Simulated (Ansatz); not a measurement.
## Nudged elastic band run: C2H9BOSi

Input file:

```yaml
crystal:
  periodic: [false, false, false]
  atoms:
    - { symbol: B, position_ang: [-0.035613, 1.810802, 1.8465] }
    - { symbol: O, position_ang: [-0.590896, 0.900742, 1.016988] }
    - { symbol: C, position_ang: [-0.212083, -0.484038, 1.010105] }
    - { symbol: Si, position_ang: [0.663467, -0.90974, -0.641076] }
    - { symbol: C, position_ang: [-0.438206, -0.433575, -2.094627] }
    - { symbol: H, position_ang: [0.810354, 1.469798, 2.662774] }
    - { symbol: H, position_ang: [-0.427846, 2.95679, 1.727682] }
    - { symbol: H, position_ang: [0.439895, -0.720441, 1.881713] }
    - { symbol: H, position_ang: [-1.138433, -1.09107, 1.110112] }
    - { symbol: H, position_ang: [0.963254, -2.387383, -0.628434] }
    - { symbol: H, position_ang: [1.964985, -0.152481, -0.685318] }
    - { symbol: H, position_ang: [-1.369275, -1.035871, -2.099066] }
    - { symbol: H, position_ang: [0.078335, -0.588237, -3.062958] }
    - { symbol: H, position_ang: [-0.720938, 0.635504, -2.015494] }
basis:
  gaussian: { orbitals: def2-SVP }
hamiltonian:
  xc: pbe
  dispersion: d4
neb:
  order_check: false
  images: 5
  f_tol: 0.03
  max_iterations: 60
  final_atoms:
    - { symbol: B, position_ang: [0.08629413, 1.8622124, 1.79764] }
    - { symbol: O, position_ang: [-0.52353757, 0.97299164, 0.98448623] }
    - { symbol: C, position_ang: [-0.24944988, -0.43529925, 1.02009822] }
    - { symbol: Si, position_ang: [0.59997023, -0.97320446, -0.61162338] }
    - { symbol: C, position_ang: [-0.45878315, -0.46434285, -2.08592716] }
    - { symbol: H, position_ang: [0.89229558, 1.48254606, 2.63650804] }
    - { symbol: H, position_ang: [-0.21883663, 3.02974302, 1.64211155] }
    - { symbol: H, position_ang: [0.37903571, -0.69429297, 1.90255909] }
    - { symbol: H, position_ang: [-1.21891305, -0.96872903, 1.13106736] }
    - { symbol: H, position_ang: [0.79119048, -2.46774495, -0.55218477] }
    - { symbol: H, position_ang: [1.95313078, -0.31379281, -0.67093784] }
    - { symbol: H, position_ang: [0.04982832, -0.68426406, -3.04581565] }
    - { symbol: H, position_ang: [-0.66499505, 0.62397675, -2.04038779] }
    - { symbol: H, position_ang: [-1.43022989, -0.99899948, -2.07869288] }
  initial_path:
    images:
      - { positions_ang: [[-0.035613, 1.810802, 1.8465], [-0.590896, 0.900742, 1.016988], [-0.212083, -0.484038, 1.010105], [0.663467, -0.90974, -0.641076], [-0.438206, -0.433575, -2.094627], [0.810354, 1.469798, 2.662774], [-0.427846, 2.95679, 1.727682], [0.439895, -0.720441, 1.881713], [-1.138433, -1.09107, 1.110112], [0.963254, -2.387383, -0.628434], [1.964985, -0.152481, -0.685318], [-1.369275, -1.035871, -2.099066], [0.078335, -0.588237, -3.062958], [-0.720938, 0.635504, -2.015494]] }
      - { positions_ang: [[-0.04261724, 1.8052299, 1.89484231], [-0.29143409, 0.98361539, 0.92659468], [-0.13376794, -0.39640123, 0.96785362], [0.65715036, -0.97154331, -0.65205994], [-0.43419053, -0.44234395, -2.10461808], [0.76418305, 1.65124027, 2.72718296], [-0.67705845, 2.7253654, 1.84654064], [0.52369583, -0.69588802, 1.82887279], [-1.10069677, -0.86328505, 1.10256154], [0.7528572, -2.43916481, -0.5847939], [1.97331231, -0.3894532, -0.75543808], [-1.25284968, -1.11834369, -2.24463505], [0.11182572, -0.40011413, -3.00981496], [-0.86340977, 0.52188642, -1.91418752]] }
      - { positions_ang: [[-0.04962148, 1.7996578, 1.94318462], [0.00802782, 1.06648878, 0.83620136], [-0.05545288, -0.30876446, 0.92560223], [0.65083372, -1.03334663, -0.66304387], [-0.43017507, -0.45111291, -2.11460916], [0.7180121, 1.83268254, 2.79159193], [-0.92627089, 2.4939408, 1.96539927], [0.60749667, -0.67133503, 1.77603257], [-1.06296055, -0.63550009, 1.09501107], [0.54246041, -2.49094662, -0.54115381], [1.98163961, -0.62642541, -0.82555816], [-1.13642437, -1.20081638, -2.39020409], [0.14531644, -0.21199125, -2.95667192], [-1.00588153, 0.40826885, -1.81288104]] }
      - { positions_ang: [[-0.05662571, 1.7940857, 1.99152693], [0.30748973, 1.14936216, 0.74580804], [0.02286218, -0.22112769, 0.88335085], [0.64451708, -1.09514994, -0.67402781], [-0.4261596, -0.45988186, -2.12460024], [0.67184115, 2.01412481, 2.85600089], [-1.17548334, 2.2625162, 2.08425791], [0.6912975, -0.64678205, 1.72319236], [-1.02522432, -0.40771514, 1.08746061], [0.33206361, -2.54272842, -0.49751371], [1.98996692, -0.86339761, -0.89567825], [-1.01999905, -1.28328907, -2.53577314], [0.17880716, -0.02386838, -2.90352888], [-1.1483533, 0.29465127, -1.71157457]] }
      - { positions_ang: [[-0.00898577, 1.8167946, 1.92689795], [0.03048063, 1.09057199, 0.82536744], [-0.06790851, -0.29251821, 0.92893331], [0.62966813, -1.05450145, -0.65322633], [-0.43703412, -0.46136886, -2.11170921], [0.74532596, 1.83693189, 2.78283661], [-0.8566011, 2.51825847, 1.93687579], [0.58721024, -0.66261902, 1.78298127], [-1.08978723, -0.59471977, 1.10199619], [0.4851059, -2.51773393, -0.5157374], [1.97768821, -0.68019601, -0.82076478], [-0.66338992, -1.08361406, -2.70578731], [-0.10246024, 0.19208, -2.61581519], [-1.24231216, -0.13656564, -1.83394734]] }
      - { positions_ang: [[0.03865418, 1.8395035, 1.86226898], [-0.24652847, 1.03178181, 0.90492683], [-0.15867919, -0.36390873, 0.97451576], [0.61481918, -1.01385295, -0.63242486], [-0.44790864, -0.46285586, -2.09881819], [0.81881077, 1.65973898, 2.70967232], [-0.53771887, 2.77400074, 1.78949367], [0.48312297, -0.678456, 1.84277018], [-1.15435014, -0.7817244, 1.11653177], [0.63814819, -2.49273944, -0.53396108], [1.9654095, -0.49699441, -0.74585131], [-0.3067808, -0.88393906, -2.87580148], [-0.38372764, 0.40802837, -2.32810149], [-1.33627103, -0.56778256, -1.95632011]] }
      - { positions_ang: [[0.08629413, 1.8622124, 1.79764], [-0.52353757, 0.97299164, 0.98448623], [-0.24944988, -0.43529925, 1.02009822], [0.59997023, -0.97320446, -0.61162338], [-0.45878315, -0.46434285, -2.08592716], [0.89229558, 1.48254606, 2.63650804], [-0.21883663, 3.02974302, 1.64211155], [0.37903571, -0.69429297, 1.90255909], [-1.21891305, -0.96872903, 1.13106736], [0.79119048, -2.46774495, -0.55218477], [1.95313078, -0.31379281, -0.67093784], [0.04982832, -0.68426406, -3.04581565], [-0.66499505, 0.62397675, -2.04038779], [-1.43022989, -0.99899948, -2.07869288]] }
```

Launched with:

```bash
$ ansatz run input.yaml --threads 2 --pin off --max-ram 3072MiB --backend cpu --events-out ev --progress --plain --runs-dir out
```

Output, in part (warnings, iteration lines, the closing report on the highest movable image, with atoms numbered from 0):

```
NEB end point (image 0): max|allowed force component| = 7.508e-3 eV/Å (the criterion of neb.relax_end_points is 1.000e-2)
NEB end point (image 6): max|allowed force component| = 2.987e-3 eV/Å (the criterion of neb.relax_end_points is 1.000e-2)
NEB iter   1: max|band force component| = 1.187e1 eV/Å  barrier→ = 4.6634 eV  barrier← = 4.6634 eV  Δτ_max = 0.1986 Å  (192 SCF iters)
NEB iter   2: max|band force component| = 1.820e0 eV/Å  barrier→ = 0.9841 eV  barrier← = 0.9841 eV  Δτ_max = 0.1892 Å  (164 SCF iters)
NEB iter   3: max|band force component| = 1.515e0 eV/Å  barrier→ = 0.9200 eV  barrier← = 0.9200 eV  Δτ_max = 0.1968 Å  (148 SCF iters)
NEB iter   4: max|band force component| = 6.948e-1 eV/Å  barrier→ = 0.6969 eV  barrier← = 0.6969 eV  Δτ_max = 0.1922 Å  (155 SCF iters)
NEB iter   5: max|band force component| = 4.921e-1 eV/Å  barrier→ = 0.4312 eV  barrier← = 0.4312 eV  CI = image 3  Δτ_max = 0.1974 Å  (150 SCF iters)
NEB iter   6: max|band force component| = 3.605e-1 eV/Å  barrier→ = 0.2376 eV  barrier← = 0.2376 eV  CI = image 3  Δτ_max = 0.1968 Å  (151 SCF iters)
NEB iter   7: max|band force component| = 2.886e-1 eV/Å  barrier→ = 0.1494 eV  barrier← = 0.1494 eV  CI = image 3  Δτ_max = 0.1728 Å  (142 SCF iters)
NEB iter   8: max|band force component| = 1.715e-1 eV/Å  barrier→ = 0.1099 eV  barrier← = 0.1099 eV  CI = image 3  Δτ_max = 0.1997 Å  (143 SCF iters)
NEB iter   9: max|band force component| = 1.476e-1 eV/Å  barrier→ = 0.0824 eV  barrier← = 0.0824 eV  CI = image 3  Δτ_max = 0.1993 Å  (145 SCF iters)
NEB iter  10: max|band force component| = 7.069e-1 eV/Å  barrier→ = 0.0682 eV  barrier← = 0.0682 eV  CI = image 2  Δτ_max = 0.0997 Å  (145 SCF iters)
NEB iter  11: max|band force component| = 7.215e-1 eV/Å  barrier→ = 0.0947 eV  barrier← = 0.0947 eV  CI = image 3  Δτ_max = 0.0502 Å  (145 SCF iters)
NEB iter  12: max|band force component| = 8.447e-1 eV/Å  barrier→ = 0.0668 eV  barrier← = 0.0669 eV  CI = image 3  Δτ_max = 0.0933 Å  (148 SCF iters)
NEB iter  13: max|band force component| = 1.734e-1 eV/Å  barrier→ = 0.0694 eV  barrier← = 0.0694 eV  CI = image 2  Δτ_max = 0.0684 Å  (148 SCF iters)
NEB iter  14: max|band force component| = 4.108e-2 eV/Å  barrier→ = 0.0632 eV  barrier← = 0.0632 eV  CI = image 2  Δτ_max = 0.0301 Å  (150 SCF iters)
NEB iter  15: max|band force component| = 2.722e-2 eV/Å  barrier→ = 0.0629 eV  barrier← = 0.0629 eV  CI = image 2  Δτ_max = 0.0000 Å  (283 SCF iters)
Total energy: -12805.65140075 eV, -470.5990089951 hartree
Atom 0 at     0.058483     1.867052     1.757104 Å, force    -0.018577    -0.017923    -0.018226 eV/Å
Atom 1 at    -0.545081     0.931600     0.991428 Å, force     0.012642     0.013539     0.012176 eV/Å
Atom 2 at    -0.208525    -0.462916     1.042771 Å, force    -0.011105     0.007578    -0.005110 eV/Å
Atom 3 at     0.604049    -0.993705    -0.611072 Å, force    -0.002024    -0.007725    -0.001148 eV/Å
Atom 4 at    -0.473301    -0.432113    -2.066338 Å, force     0.005836     0.012672    -0.006457 eV/Å
Atom 5 at     0.914424     1.544190     2.570187 Å, force    -0.003953     0.003687    -0.005148 eV/Å
Atom 6 at    -0.305854     3.015599     1.584755 Å, force     0.008576    -0.007391     0.009352 eV/Å
Atom 7 at     0.457001    -0.679135     1.909182 Å, force     0.000277    -0.004266    -0.000695 eV/Å
Atom 8 at    -1.151566    -1.034192     1.191486 Å, force     0.013598     0.006935     0.000828 eV/Å
Atom 9 at     0.761068    -2.493336    -0.565125 Å, force    -0.000631     0.008023    -0.000273 eV/Å
Atom 10 at     1.976748    -0.376050    -0.677659 Å, force    -0.004706    -0.000827     0.002509 eV/Å
Atom 11 at    -0.748108    -1.276784    -2.728057 Å, force     0.001130    -0.005015     0.005670 eV/Å
Atom 12 at     0.053317     0.325399    -2.679953 Å, force    -0.005623    -0.006058     0.004970 eV/Å
Atom 13 at    -1.405654     0.035190    -1.689808 Å, force     0.004560    -0.003227     0.001553 eV/Å
Dipole moment:    -0.067148    -0.302573    -0.119945 e Å
```

The forces met the threshold. A vibrational analysis at the climbing image gives one clearly imaginary mode, 159i cm⁻¹: a first-order saddle point.

Final band (atoms are numbered from 1 in the order of the input):

| image | path coordinate (Å) | energy (eV) | dihedral C3–Si4–C5–H12 (°) |
| --- | --- | --- | --- |
| 0 | 0.00 | 0.000 | -64 |
| 1 | 0.89 | 0.029 | -93 |
| 2 | 1.79 | 0.063 | -125 |
| 3 | 2.28 | 0.053 | -141 |
| 4 | 2.77 | 0.028 | -158 |
| 5 | 3.26 | 0.007 | -173 |
| 6 | 3.75 | 0.000 | 175 |

Time of the run: 3 min on 2 threads of Arm Neoverse V2, on a shared host, peak memory 0.16 GiB.
